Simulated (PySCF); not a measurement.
Parent: `[CH2:1]=[C:2]=[CH:3][B:4]([CH3:5])[CH3:6]`, C5H9B.

Method used: PySCF, PBE0-D3(BJ)/def2-SVP geometry optimisation, gas phase. One conformer each, not checked by frequencies here.

| coordinate of the parent | value |
| --- | --- |
| C1=C2 | 1.306 Å |
| C2=C3 | 1.317 Å |
| C3–B4 | 1.563 Å |
| B4–C5 | 1.574 Å |
| B4–C6 | 1.572 Å |
| C1–C2–C3 | 178.1° |
| C2–C3–B4 | 122.0° |
| C3–B4–C5 | 118.5° |
| C3–B4–C6 | 121.3° |
| C5–B4–C6 | 120.2° |

Problem. How does the shared frame change in `[CH3:1][S:2][CH:3]=[C:4]=[CH:5][B:6]([CH3:7])[CH3:8]` with C1–S2–C3–C4 4°, C6H11BS? Atoms pair as C1 = C3, C2 = C4, C3 = C5, B4 = B6, C5 = C7, C6 = C8 (parent first).

Solution. 
```json
{"parent": "C1=C2", "relative": "C3=C4", "value in the relative": "1.310 Å", "change": "+0.004"}
{"parent": "C2=C3", "relative": "C4=C5", "value in the relative": "1.320 Å", "change": "+0.003"}
{"parent": "C3–B4", "relative": "C5–B6", "value in the relative": "1.566 Å", "change": "+0.003"}
{"parent": "B4–C5", "relative": "B6–C7", "value in the relative": "1.572 Å", "change": "-0.002"}
{"parent": "B4–C6", "relative": "B6–C8", "value in the relative": "1.571 Å", "change": "-0.001"}
{"parent": "C1–C2–C3", "relative": "C3–C4–C5", "value in the relative": "176.7°", "change": "-1.4"}
{"parent": "C2–C3–B4", "relative": "C4–C5–B6", "value in the relative": "121.9°", "change": "-0.1"}
{"parent": "C3–B4–C5", "relative": "C5–B6–C7", "value in the relative": "118.8°", "change": "+0.3"}
{"parent": "C3–B4–C6", "relative": "C5–B6–C8", "value in the relative": "120.7°", "change": "-0.6"}
{"parent": "C5–B4–C6", "relative": "C7–B6–C8", "value in the relative": "120.5°", "change": "+0.3"}
```

Of the parent's bonds, C1–C2, C2–C3 and C3–B4 change most and about equally (+0.003 to +0.004 Å). Bonds of the relative outside the shared frame: C1–S2 1.799, S2–C3 1.761 Å.
